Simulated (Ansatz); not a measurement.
The first iterations of a band of CH4 + ClGaH2 (9 atoms, charge 0, multiplicity 1).

The calculation used RKS CAM-B3LYP/def2-SVP in Ansatz.

```yaml
movable_images: 5
climbing_image: yes
spring: 5.0 eV/Å²
optimiser: quadratic models (default)
start_path: through a guess of the saddle point
force_threshold: 0.05 eV/Å
iteration_limit: 60
end_points: relaxed
```

Initial state:

```xyz
9
Properties=species:S:1:pos:R:3
Ga -1.593 -0.414 -0.592
Cl -1.799 -1.944 0.919
H -1.096 -0.914 -1.976
H -2.048 1.007 -0.160
H 0.751 -0.312 0.931
C 1.300 0.454 0.364
H 2.368 0.202 0.380
H 0.974 0.482 -0.687
H 1.143 1.438 0.823
```

Final state:

```xyz
9
Properties=species:S:1:pos:R:3
Ga -0.837 0.109 -0.772
Cl -1.090 -1.706 1.412
H -0.971 -0.993 -1.882
H -2.087 0.972 -0.380
H 0.055 -1.363 1.899
C 0.959 0.651 -0.148
H 1.667 -0.192 -0.129
H 1.373 1.399 -0.845
H 0.933 1.123 0.846
```

| iteration | highest image above the first end (eV) | largest band force component (eV/Å) |
| --- | --- | --- |
| 1 | 2.556 | 3.465 |
| 2 | 1.891 | 1.299 |

Task: Does the band converge within its limit, and where does its top end?

Result: The run converged. It ended after 8 iterations with the highest image 1.925 eV above the first end. Neighbouring images differ by up to 1.3 eV, so the band resolves the path poorly. A vibrational analysis at the climbing image gives one clearly imaginary mode, 1011i cm⁻¹: a first-order saddle point. The orbitals stay closed-shell, which can raise the energy where a bond breaks towards radicals; this wasn't checked here.

Time of the run: 90 s on 2 threads of Intel(R) Xeon(R) Platinum 8488C (Sapphire Rapids), with other jobs on the host, peak memory 0.25 GiB.
